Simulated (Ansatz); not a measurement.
`C=C1O[SiH2]O1`, relaxed with RKS PBE0-D4/def2-TZVP in Ansatz from a PBE-D4/def2-SVP geometry. The force threshold is 0.005 eV/Å; the program also tests the step.

The species carries charge 0 and has multiplicity 1.

Start:

```xyz
9

C    -1.592   -0.059    0.981
C    -0.452   -0.018    0.279
O    -0.217    0.652   -0.922
Si    1.393    0.051   -0.859
O     0.760   -0.635    0.585
H    -2.472    0.481    0.615
H    -1.632   -0.631    1.916
H     2.457    1.086   -0.665
H     1.756   -0.928   -1.931
```

```csv
step,energy (eV),largest force (eV/Å),largest move (Å)
1,-14104.0173,1.139,0.000
2,-14104.0847,0.743,0.028
3,-14104.1055,0.046,0.018
4,-14104.1057,0.013,0.002
5,-14104.1057,0.002,0.001
```

End:

```xyz
9

C    -1.569   -0.058    0.967
C    -0.447   -0.017    0.275
O    -0.203    0.644   -0.913
Si    1.364    0.051   -0.840
O     0.759   -0.623    0.570
H    -2.438    0.471    0.608
H    -1.609   -0.621    1.886
H     2.418    1.070   -0.653
H     1.724   -0.916   -1.900
```

Hardware: 4 threads of a server CPU on a shared host. Wall time 11 s, peak host memory 0.44 GiB.
